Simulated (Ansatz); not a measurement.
```yaml
crystal:
  periodic: [false, false, false]
  atoms:
    - {symbol: Te, position_ang: [-0.483012, 2.607297, -0.647212]}
    - {symbol: B, position_ang: [0.002410, 0.602960, -0.114302]}
    - {symbol: N, position_ang: [1.089918, -0.058565, 0.428962]}
    - {symbol: Si, position_ang: [-0.117696, -1.298147, 0.161234]}
    - {symbol: H, position_ang: [-1.996090, 2.196234, -1.176784]}
    - {symbol: H, position_ang: [2.016266, 0.162431, 0.758407]}
    - {symbol: H, position_ang: [-0.652814, -1.944562, 1.385336]}
    - {symbol: H, position_ang: [0.233319, -2.324749, -0.851441]}
basis:
  gaussian: {orbitals: def2-TZVPP}
total_charge: 3
magnetization: {spin_polarized: true, initial_magnetization: 1}
hamiltonian: {xc: {name: B97}}
output: {forces: true}
```

```sh
$ ansatz run in.yaml --threads 2 --pin off --events-out ev --progress --plain --max-ram 4352MiB
```

Shortened log:

```
Functional definition: B97
1267 factors; their error is unknown
mean field evaluation 1: about -17278.0109 eV, gradient 1.2e2 eV
mean field evaluation 2: about -16452.2014 eV, gradient 2.3e2 eV
mean field evaluation 4: about -17301.1245 eV, gradient 7.1e1 eV
mean field evaluation 8: about -17360.1477 eV, gradient 3.4e0 eV
mean field evaluation 16: about -17360.3259 eV, gradient 1.5e-2 eV
mean field evaluation 32: about -17360.2023 eV, gradient 2.1e-1 eV
mean field evaluation 128: about -17359.9344 eV, gradient 1.5e-2 eV
mean field -17360.42970822 eV, -637.9840244552 hartree, gradient 1.8e-5 eV, S^2 1.260676; 16 other end points of the search recorded, 0 dependent functions left out
reference -17360.42974222 eV, -637.9840257045 hartree; 26, 25 occupied and 184, 185 virtual orbitals, 1267 factors
Total energy: -17360.42974222 eV, -637.9840257045 hartree
Atom 0 at    -0.483012     2.607297    -0.647212 Å, force    -0.085974     1.754922    -0.332301 eV/Å
Atom 1 at     0.002410     0.602960    -0.114302 Å, force     2.115668     1.864254     0.521278 eV/Å
Atom 2 at     1.089918    -0.058565     0.428962 Å, force    -2.704378     0.628402    -1.178177 eV/Å
Atom 3 at    -0.117696    -1.298147     0.161234 Å, force     0.556051    -3.995457     0.899336 eV/Å
Atom 4 at    -1.996090     2.196234    -1.176784 Å, force    -0.650827    -0.046403    -0.249949 eV/Å
Atom 5 at     2.016266     0.162431     0.758407 Å, force     1.319743    -0.000032     0.522839 eV/Å
Atom 6 at    -0.652814    -1.944562     1.385336 Å, force    -0.575368     0.025955     0.666324 eV/Å
Atom 7 at     0.233319    -2.324749    -0.851441 Å, force     0.025086    -0.231641    -0.849351 eV/Å
Dipole moment:     0.253146    -2.115868     0.459876 e Å
```

Problem. Something in this input is off. What?

Solution. The charge is far from anything that the molecule holds. The calculation finished and met its thresholds. The result belongs to that input, not to the molecule as meant.
